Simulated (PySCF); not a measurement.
Bonds (- single, = double, # triple, : aromatic): C1-C2 1.487 Å, C2-F3 1.354 Å, C2=C4 1.325 Å, C4-C5 1.497 Å, C5-C6 1.521 Å, C6-F7 1.344 Å, C6-F8 1.338 Å, C6-F9 1.341 Å. C1 carries H10, H11, H12; C4 carries H13; C5 carries H14, H15. Stereochemistry as in C/C(F)=C\CC(F)(F)F.

All values are calculated (PySCF): shieldings: GIAO PBE0/pcSseg-1, GFN2-xTB structure. No solvent model, a single conformation, rapidly exchanging positions averaged, non-relativistic.

Shifts are taken against calculated references (same method and geometry level): 13C, 1H against TMS; CFCl3 for 19F.

```json
{"atoms": "C2", "nucleus": "13C", "count": "1", "Hirshfeld charge": "0.10", "δ (ppm)": "172.9"}
{"atoms": "F3", "nucleus": "19F", "count": "1", "Hirshfeld charge": "-0.09", "δ (ppm)": "?"}
{"atoms": "C1", "nucleus": "13C", "count": "1", "Hirshfeld charge": "-0.12", "δ (ppm)": "?"}
{"atoms": "C5", "nucleus": "13C", "count": "1", "Hirshfeld charge": "-0.09", "δ (ppm)": "36.9"}
{"atoms": "F7/F8/F9", "nucleus": "19F", "count": "3", "Hirshfeld charge": "-0.10", "δ (ppm)": "-83.9"}
{"atoms": "H13", "nucleus": "1H", "count": "1", "Hirshfeld charge": "0.04", "δ (ppm)": "5.43"}
{"atoms": "C6", "nucleus": "13C", "count": "1", "Hirshfeld charge": "0.26", "δ (ppm)": "?"}
{"atoms": "H14/H15", "nucleus": "1H", "count": "2", "Hirshfeld charge": "0.06", "δ (ppm)": "2.72"}
{"atoms": "H10/H11/H12", "nucleus": "1H", "count": "3", "Hirshfeld charge": "0.06", "δ (ppm)": "2.07"}
{"atoms": "C4", "nucleus": "13C", "count": "1", "Hirshfeld charge": "-0.09", "δ (ppm)": "103.1"}
```

Fill in the missing shifts.

Results:


- C6: 134.8 ppm, CF3 carbon; 3 electronegative neighbours deshield it
- C1: 16.1 ppm, allylic methyl carbon; saturated and bonded to C and H only
- F3: -82.9 ppm, vinylic fluorine

Shifts are as computed. Against solution values, carbons near 30 ppm lie about +3 ppm off and those near 130 ppm about +5 ppm. Of 1309 compounds with measured shifts, 239 miss one by over three times the rms of a fit or turn the order of signals round; such compounds aren't used in these exercises. Unscaled 19F shifts against computed CFCl3 carry errors that often reach 10 to 50 ppm.
